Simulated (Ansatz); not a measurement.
Energy difference 2 R1 → P1 + P2, each structure at its B3LYP-D3(BJ)/def2-TZVP stationary point, reached from a drawn start (curvature not checked).
P1, H2O (SMILES O) (charge 0, multiplicity 1):
```xyz
3

O      0.00000     0.00000     0.38961
H      0.00000     0.76499    -0.19486
H      0.00000    -0.76499    -0.19486
```
P2: O atom, charge 0, multiplicity 3.
R1, OH (SMILES [OH]) (charge 0, multiplicity 2):
```csv
atom,x (Å),y (Å),z (Å)
O,0.0000,0.0000,0.4884
H,0.0000,0.0000,-0.4884
```

P less R. No zero-point or thermal terms; singlets are restricted closed shells; open shells are unrestricted; no spin–orbit coupling.

The values were computed with Ansatz (a program for electronic structure) with Gaussian orbitals. All values are computed, each at the level named.

Problem. Estimate the reaction energy that B3LYP/def2-TZVPPD returns for this input.

Solution. -14.6 kcal/mol

Problem. Predict the reaction energy from wB97X-V/def2-TZVPPD.

Solution. -15.9 kcal/mol

Problem. Give the reaction energy at the level wB97M-V/def2-TZVPPD.

Solution. -16.9 kcal/mol
